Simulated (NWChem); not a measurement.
Species: C2H7O cation; SMILES C[OH+]C

```xyz
10

C      0.2700     0.0085    -1.2783
O     -0.5050    -0.0513     0.0000
C      0.2700     0.0085     1.2783
H      0.8213     0.9492    -1.3138
H      0.9268    -0.8590    -1.2547
H     -0.4706    -0.0774    -2.0719
H     -1.2457     0.5908     0.0000
H     -0.4706    -0.0774     2.0719
H      0.9268    -0.8590     1.2547
H      0.8213     0.9492     1.3138
```
Atoms are numbered in this order, from 1.

Computed with NWChem. Pople sets run with spherical d functions. The geometry was optimised at B3LYP/6-31G* (spherical d). B3LYP is NWChem's, with the RPA form of VWN correlation. Level: B3LYP/6-31G* with SMD (1 M gas to 1 M solution), gas-phase geometry. Reactions with the solvent are ignored.

For solvent ethyl acetate:

```yaml
solvation free energy (kcal/mol): -54.3
cavity-dispersion-structure term (kcal/mol): 0.4
```

**Question.** How do the values read with solvent water instead?

**Answer.** 
- solvation free energy (kcal/mol) = -67.3
- cavity-dispersion-structure term (kcal/mol) = 4.1
